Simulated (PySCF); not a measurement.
**Spin states of MgSn**

Unrestricted PBE0; PySCF, scalar-relativistic core potentials, basis sets Mg def2-SVP, Sn def2-SVP with ECP28. Outer shells of the fragments: Mg 3s2; Sn 4d10 5s2 5p2.

Followed along the bond (rough minima from three points):

```json
{"2Ms+1": "3", "unpaired": "π ↑↑", "⟨S²⟩ at the start": "2.11", "R at minimum (Å)": "2.79", "Te (eV)": "0.00"}
{"2Ms+1": "1", "unpaired": "π ↑↓", "⟨S²⟩ at the start": "1.01", "R at minimum (Å)": "2.78", "Te (eV)": "0.28"}
{"2Ms+1": "3", "unpaired": "σ ↑, π ↑", "⟨S²⟩ at the start": "2.01", "R at minimum (Å)": "3.09", "Te (eV)": "0.54"}
{"2Ms+1": "1", "unpaired": "σ ↓, π ↑", "⟨S²⟩ at the start": "1.01", "R at minimum (Å)": "3.02", "Te (eV)": "0.66"}
{"2Ms+1": "1", "unpaired": "none", "⟨S²⟩ at the start": "0.00", "R at minimum (Å)": "2.77", "Te (eV)": "0.97"}
```

Solutions found at the starting distance of 2.705 Å, counted from the lowest of them; the search is not exhaustive and high or unbound solutions are not listed, so other states can lie among these:

| 2Ms+1 | unpaired | term | E (eV) | ⟨S²⟩ | ⟨Lz²⟩ | μ (D) |
| --- | --- | --- | --- | --- | --- | --- |
| 3 | π ↑↑ | ³Σ⁻ | 0.00 | 2.11 | 0.00 | -2.93 |
| 1 | π ↑↓ | mixed | 0.28 | 1.01 | 2.01 | -2.98 |
| 3 | σ ↑, π ↑ | ³Π | 0.72 | 2.01 | 1.00 | 0.27 |
| 1 | σ ↓, π ↑ | mixed | 0.81 | 1.01 | 1.00 | 0.15 |
| 1 | none | mixed | 0.97 | 0.00 | 2.00 | -2.76 |
| 3 | σ ↑↑, π ↑↓ | mixed | 1.78 | 3.01 | 2.01 | -1.52 |
| 1 | σ ↓↓, π ↑↑ | mixed | 1.88 | 2.01 | 0.00 | -1.83 |
| 3 | σ ↑, π ↑ | ³Π | 2.42 | 2.04 | 1.05 | -3.90 |
| 1 | σ ↓, π ↑ | mixed | 2.58 | 1.15 | 1.00 | -3.60 |
| 3 | π ↑↑ | mixed | 2.72 | 2.03 | 2.01 | 0.58 |

A term symbol is given only where ⟨S²⟩ and ⟨Lz²⟩ are close to those of a pure state; real π, δ and φ orbitals otherwise mix terms. A positive dipole means Mg(−)Sn(+).

Spin–orbit coupling is left out.
